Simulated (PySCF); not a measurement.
Choosing a molecule for a target property.

Species are written as SMILES; each is one conformer at its optimised geometry, gas phase, non-relativistic unless stated. Electronic properties by PySCF.

The conformers computed, where there is a choice (atom-mapped SMILES and torsion angles):
- `[F:1][C:2]([F:3])([F:4])[Si@H:5]([PH2:6])[NH:7][SiH3:8]`: F1–C2–Si5–P6 -59°, C2–Si5–N7–Si8 -35°, H–P6–Si5–C2 156°, H–P6–Si5–C2 62°
- `[CH3:1][CH2:2][NH:3][NH2:4]`: C1–C2–N3–N4 70°, H–N4–N3–C2 -79°, H–N4–N3–C2 40°
- `[CH3:1][CH2:2][CH2:3][C:4]#[C:5][CH:6]=[O:7]`: C1–C2–C3–C4 -64°
- `[SiH3:1][O:2][c:3]1[cH:4][cH:5][cH:6][s:7]1`: Si1–O2–C3–C4 -174°

Problem. Wanted: electronic spatial extent ⟨r²⟩ about the centre of nuclear charge below 900 bohr² (wB97X-D/def2-SVPD) and lowest singlet excitation above 4.5 eV (TDDFT wB97X-D/def2-SVPD), at GFN2-xTB geometries. Which candidate meets both?
A. `[SiH3]Oc1cccs1` (C4H6OSSi)
B. `N([Si@@H](P)C(F)(F)F)[SiH3]` (CH7F3NPSi2)
C. `CCCC#CC=O` (C6H8O)
D. `n1cnnc(F)c1C` (C4H4FN3)
E. `CCNN` (C2H8N2)
F. `O=S1(=O)[C@H](F)C[C@@H]1F` (C3H4F2O2S)
G. `c1(F)pc(pcp1)C` (C4H4FP3)

Solution. E. Computed values:
| species | electronic spatial extent ⟨r²⟩ about the centre of nuclear charge | lowest singlet excitation |
| --- | --- | --- |
| CCNN (C2H8N2) | 333 bohr² | 6.64 eV |
| n1cnnc(F)c1C (C4H4FN3) | 792 bohr² | 3.43 eV |
| O=S1(=O)[C@H](F)C[C@@H]1F (C3H4F2O2S) | 942 bohr² | 6.84 eV |
| CCCC#CC=O (C6H8O) | 1124 bohr² | 3.95 eV |
| [SiH3]Oc1cccs1 (C4H6OSSi) | 1151 bohr² | 5.14 eV |
| c1(F)pc(pcp1)C (C4H4FP3) | 1494 bohr² | 3.64 eV |
| N([Si@@H](P)C(F)(F)F)[SiH3] (CH7F3NPSi2) | 1751 bohr² | 6.28 eV |

Problem. Wanted: dipole moment between 2.2 D and 3.6 D (wB97X-D/def2-SVPD) and HOMO–LUMO gap below 11 eV (wB97X-D/def2-SVPD), at GFN2-xTB geometries. Which candidate meets both?
A. `CC(F)F` (C2H4F2)
B. `[SiH3]Oc1cccs1` (C4H6OSSi)
C. `CCCC#CC=O` (C6H8O)
D. `FC(F)(F)[Si@H](P)N[SiH3]` (CH7F3NPSi2)
E. `Cc1pcpc(F)p1` (C4H4FP3)
F. `CCNN` (C2H8N2)
G. `O=S1(=O)[C@H](F)C[C@@H]1F` (C3H4F2O2S)

Solution. D. Computed values:
| species | dipole moment | HOMO–LUMO gap |
| --- | --- | --- |
| [SiH3]Oc1cccs1 (C4H6OSSi) | 0.42 D | 9.43 eV |
| CCNN (C2H8N2) | 1.85 D | 11.07 eV |
| Cc1pcpc(F)p1 (C4H4FP3) | 2.03 D | 7.92 eV |
| CC(F)F (C2H4F2) | 2.33 D | 14.12 eV |
| FC(F)(F)[Si@H](P)N[SiH3] (CH7F3NPSi2) | 3.10 D | 10.87 eV |
| CCCC#CC=O (C6H8O) | 4.00 D | 9.80 eV |
| O=S1(=O)[C@H](F)C[C@@H]1F (C3H4F2O2S) | 5.10 D | 11.80 eV |

Problem. Wanted: smallest rotational constant between 1.4 GHz and 5 GHz (GFN2-xTB) and static isotropic polarisability below 50 au (wB97X-D/def2-SVPD), at GFN2-xTB geometries. Which candidate meets both?
A. `p1c(pcpc1C)F` (C4H4FP3)
B. `CCNN` (C2H8N2)
C. `Cc1ncnnc1F` (C4H4FN3)
D. `FC(C)F` (C2H4F2)
E. `CCCC#CC=O` (C6H8O)
F. `O=S1([C@H](F)C[C@@H]1F)=O` (C3H4F2O2S)

Solution. B. Computed values:
| species | smallest rotational constant | static isotropic polarisability |
| --- | --- | --- |
| p1c(pcpc1C)F (C4H4FP3) | 0.700 GHz | 122.5 au |
| CCCC#CC=O (C6H8O) | 1.017 GHz | 76.2 au |
| O=S1([C@H](F)C[C@@H]1F)=O (C3H4F2O2S) | 1.325 GHz | 61.2 au |
| Cc1ncnnc1F (C4H4FN3) | 1.421 GHz | 65.2 au |
| CCNN (C2H8N2) | 4.463 GHz | 45.2 au |
| FC(C)F (C2H4F2) | 5.190 GHz | 28.8 au |

Problem. Wanted: HOMO energy below -10 eV (wB97X-D/def2-SVPD) and lowest triplet excitation (Tamm–Dancoff) above 8 eV (TDA wB97X-D/def2-SVPD), at GFN2-xTB geometries. Which candidate meets both?
A. `Cc1ncnnc1F`
B. `[SiH3]Oc1cccs1`
C. `FC(F)(F)[Si@H](P)N[SiH3]`
D. `CC(F)F`
E. `Cc1pcpc(F)p1`
F. `CCCC#CC=O`
G. `O=S1(=O)[C@H](F)C[C@@H]1F`

Solution. D. Computed values:
```csv
species,HOMO energy,lowest triplet excitation (Tamm–Dancoff)
CC(F)F,-11.71 eV,9.41 eV
O=S1(=O)[C@H](F)C[C@@H]1F,-10.57 eV,6.46 eV
CCCC#CC=O,-9.83 eV,3.40 eV
FC(F)(F)[Si@H](P)N[SiH3],-9.62 eV,5.87 eV
Cc1ncnnc1F,-9.23 eV,2.80 eV
Cc1pcpc(F)p1,-9.02 eV,2.59 eV
[SiH3]Oc1cccs1,-8.05 eV,3.66 eV
```
